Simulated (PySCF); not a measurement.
From results back to the method.

Species: C4H12O2Si.
InChI=1S/C4H12O2Si/c1-5-7(3,4)6-2/h1-4H3

The closed-shell ground state was solved 5 times with PySCF (density fitting, gas phase), always in the pcSseg-1 basis (186 functions), with these functionals: BP86, HF, LC-wPBE, LDA and PBE0. Geometry: PBE0-D3(BJ)/def2-SVP, one conformer, isolated molecule.

```json
{"row": "P", "total energy (Eh)": "-599.6627", "HOMO (eV)": "-6.25", "LUMO (eV)": "0.38", "dipole (D)": "1.61"}
{"row": "Q", "total energy (Eh)": "-595.8980", "HOMO (eV)": "-6.25", "LUMO (eV)": "0.11", "dipole (D)": "1.69"}
{"row": "R", "total energy (Eh)": "-599.1534", "HOMO (eV)": "-7.64", "LUMO (eV)": "1.11", "dipole (D)": "1.72"}
{"row": "S", "total energy (Eh)": "-599.3712", "HOMO (eV)": "-10.37", "LUMO (eV)": "3.28", "dipole (D)": "1.81"}
{"row": "T", "total energy (Eh)": "-597.1488", "HOMO (eV)": "-11.22", "LUMO (eV)": "3.85", "dipole (D)": "1.91"}
```

**Question.** Which functional belongs to which row?

**Answer.** P = BP86, Q = LDA, R = PBE0, S = LC-wPBE, T = HF. By rising HOMO–LUMO gap: LDA (LDA) 6.36 eV; BP86 (GGA) 6.63 eV; PBE0 (global hybrid, 25 % exact exchange) 8.75 eV; LC-wPBE (range-separated hybrid) 13.65 eV; HF (all exact exchange) 15.07 eV. Total energies of different functionals aren't bounds to one another; each is stationary for its own functional.

The values belong to the conformer `[CH3:1][O:2][Si:3]([CH3:4])([CH3:5])[O:6][CH3:7]`: C1–O2–Si3–C4 71°, O2–Si3–O6–C7 52°.
